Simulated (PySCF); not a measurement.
## Spinor energies of Hg (mercury, neutral)

Start: [Xe] 4f14 5d10 6s2. Calculated with PySCF 2.14 in x2c-TZVPall-2c: generalised Hartree-Fock with the X2C-1e Hamiltonian and a Gaussian nucleus; spin-orbit coupling (SO) screened by Boettger's factors. This is a chosen level, not necessarily the ground level.

```tsv
spinor shell	electrons	ε, screened SO (eV)	weight of nominal j (screened SO)	rms radius, screened SO (bohr)
1s1/2	2	-83538.1	1.000	0.0187
2s1/2	2	-14955.9	1.000	0.0755
2p1/2	2	-14325.2	1.000	0.0639
2p3/2	4	-12372.1	1.000	0.0720
3s1/2	2	-3618.3	1.000	0.193
3p1/2	2	-3335.3	1.000	0.184
3p3/2	4	-2896.4	1.000	0.201
3d3/2	4	-2433.4	1.000	0.176
3d5/2	6	-2339.8	1.000	0.180
4s1/2	2	-833.06	1.000	0.424
4p1/2	2	-710.61	1.000	0.429
4p3/2	4	-603.19	1.000	0.463
4d3/2	4	-402.87	1.000	0.475
4d5/2	6	-382.24	1.000	0.486
5s1/2	2	-138.79	1.000	0.970
4f5/2	6	-121.72	1.000	0.526
4f7/2	8	-117.56	1.000	0.528
5p1/2	2	-96.316	1.000	1.05
5p3/2	4	-77.348	1.000	1.15
5d3/2	4	-17.871	1.000	1.55
5d5/2	6	-15.716	1.000	1.63
6s1/2	2	-8.911	1.000	3.05
```

| quantity | screened SO |
| --- | --- |
| E (hartree) | -19639.67278 |
| M_J | 0 |
| ⟨J²⟩ | 0.000 |
| ⟨L²⟩ | 0.187 |
| ⟨S²⟩ | 0.187 |

Breit and QED terms are absent; they matter most for the inner s and p1/2 levels.

Densities and radii are taken from the X2C orbitals without a picture-change correction, which distorts them close to the nucleus.
